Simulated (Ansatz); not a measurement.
Species: GaH, charge 0, triplet. This triplet is an excited state, 2.0 eV above the singlet at CCSD(T)/cc-pV5Z (Ansatz, a first-principles code). GaH (SMILES [GaH], triplet).
B3LYP-D3(BJ)/def2-TZVP minimum from Ansatz:
```
Ga
H 1 1.6249
```
Charge 0, spin multiplicity 3.

Total energies in cc-pV5Z, 4 correlated electrons, 14 frozen orbitals. UHF or UKS for unpaired electrons; spin-orbit terms are left out. Cores are frozen in correlated methods (noble-gas shells, and filled d and f shells in the p block). No relativity. The spin of HGa ([GaH], triplet) was assumed, and the state is the lowest solution found for it.

| method | program | energy (Eh) | minus CCSDT(Q) (mEh) |
|---|---|---|---|
| HF | Ansatz | -1923.78946 | 60.06 |
| MP2 | Ansatz | -1923.83488 | 14.64 |
| CCSD | Ansatz | -1923.84749 | 2.04 |
| CCSD(T) | Ansatz | -1923.84905 | 0.47 |
| CCSDT(Q) | Ansatz | -1923.84952 | 0.00 |

Rough core times of Ansatz's runs on a shared machine: CCSD(T) under 20 s, CCSDT(Q) 5 min.
